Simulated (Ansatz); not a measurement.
Geometry optimisation, Ansatz, RKS PBE/def2-SVP.

The input (input.yaml):

```yaml
crystal:
  periodic: [false, false, false]
  atoms:
    - { symbol: O, position_ang: [-2.5348, 0.7124, 0.9448] }
    - { symbol: In, position_ang: [-0.7658, 0.905, 1.5905] }
    - { symbol: Cl, position_ang: [-0.5393, 1.9853, 0.9995] }
    - { symbol: Si, position_ang: [0.0737, -0.2628, -0.2629] }
    - { symbol: Al, position_ang: [2.2481, -0.4785, -0.9736] }
    - { symbol: H, position_ang: [-3.2518, 0.0623, 0.7623] }
    - { symbol: H, position_ang: [-0.2969, -1.3661, 0.6716] }
    - { symbol: H, position_ang: [-0.8462, -0.3297, -1.4384] }
    - { symbol: H, position_ang: [2.5821, -0.7461, -2.4484] }
    - { symbol: H, position_ang: [3.414, -0.533, 0.1573] }
basis:
  gaussian: { orbitals: def2-SVP }
hamiltonian:
  xc: pbe
relax:
  f_tol: 0.015
  max_steps: 40
```

Launched with:

```bash
$ ansatz run input.yaml --threads 2 --pin off --max-ram 3072MiB --backend cpu --events-out ev --progress --plain --runs-dir out
```

Where does it end, and by what steps?

The forces met the threshold. After 30 steps the energy has fallen by 60.540 eV; H9 moved furthest, 1.61 Å. The start is strongly strained (largest force component 197 eV/Å). Joined: Cl3–Al5 (4.21 → 2.36 Å).

```tsv
step	energy less start (eV)	largest force component (eV/Å)	accepted
0	0.0000	196.831	yes
2	-52.9229	19.912	yes
4	-57.8062	2.379	yes
6	-58.8230	0.907	yes
8	-59.3997	0.335	yes
10	-59.6233	0.281	yes
12	-59.7203	0.222	yes
14	-59.7381	0.060	yes
16	-59.7662	0.097	yes
18	-59.8247	0.167	yes
20	-59.9680	0.281	yes
22	-60.2912	0.506	yes
24	-60.4811	0.791	yes
26	-60.5364	0.123	yes
28	-60.5396	0.073	yes
30	-60.5401	0.002	yes
```

```xyz
10
Properties=species:S:1:pos:R:3
O -2.649 1.529 1.539
In -1.352 0.338 0.562
Cl 0.736 1.950 0.497
Si 0.109 -1.409 -0.671
Al 2.020 0.246 -0.503
H -3.504 1.068 1.663
H -0.068 -2.648 0.181
H -0.708 -1.665 -1.919
H 2.433 0.782 -1.954
H 3.066 -0.243 0.607
```

Whether the end is a true minimum wasn't checked by a vibrational analysis.

Run time: 63 s on 2 threads of Intel(R) Xeon(R) Platinum 8488C (Sapphire Rapids), on a shared host, peak memory 0.2 GiB.
